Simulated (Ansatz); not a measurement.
A run for Ansatz (a first-principles code): R-r2SCAN/def2-TZVPP on BF3 (SMILES FB(F)F).

Ansatz 0.2 input:
```yaml
crystal:
  periodic: [false, false, false]
  atoms:
    - {symbol: B, position_ang: [0.00002246, 0.00002661, -0.00000027]}
    - {symbol: F, position_ang: [1.30155238, -0.18569348, 0.04940883]}
    - {symbol: F, position_ang: [-0.48538880, 1.20841319, -0.18731287]}
    - {symbol: F, position_ang: [-0.81608604, -1.02264632, 0.13790430]}
basis:
  gaussian:
    orbitals: def2-TZVPP
hamiltonian:
  xc: {name: r2SCAN}
scf: {lower_state_search: off}
```

Program output:

```
WARN ansatz: RAYON_NUM_THREADS=4 ignored (pool sized by the plan → 4); use --threads N
Functional definition: r2SCAN
these checks for a lower state are left out or cut short: stability, starts, cluster_reference, orbital_swaps, neighbouring_geometries, increment
integrals: 0.03 GiB planned
637 factors; their error is unknown
mean field: 0.32 GiB planned
mean field evaluation 1: about -8829.2604 eV, gradient 4.8e1 eV
mean field evaluation 2: about -8825.4992 eV, gradient 7.3e1 eV
mean field evaluation 4: about -8832.0739 eV, gradient 3.8e-1 eV
mean field evaluation 8: about -8832.0729 eV, gradient 5.0e-3 eV
mean field -8832.07293784 eV, -324.5726938717 hartree, gradient 3.0e-6 eV, S^2 0.000000; 0 other end points of the search recorded, 0 dependent functions left out
reference -8832.07294756 eV, -324.5726942286 hartree; 16, 16 occupied and 108, 108 virtual orbitals, 637 factors
Total energy: -8832.07294756 eV, -324.5726942286 hartree
Checks for a lower state left out: stability, starts, cluster_reference, orbital_swaps, neighbouring_geometries, increment
```

Self-consistency was reached.

Cost: very roughly 2.0 core-seconds.
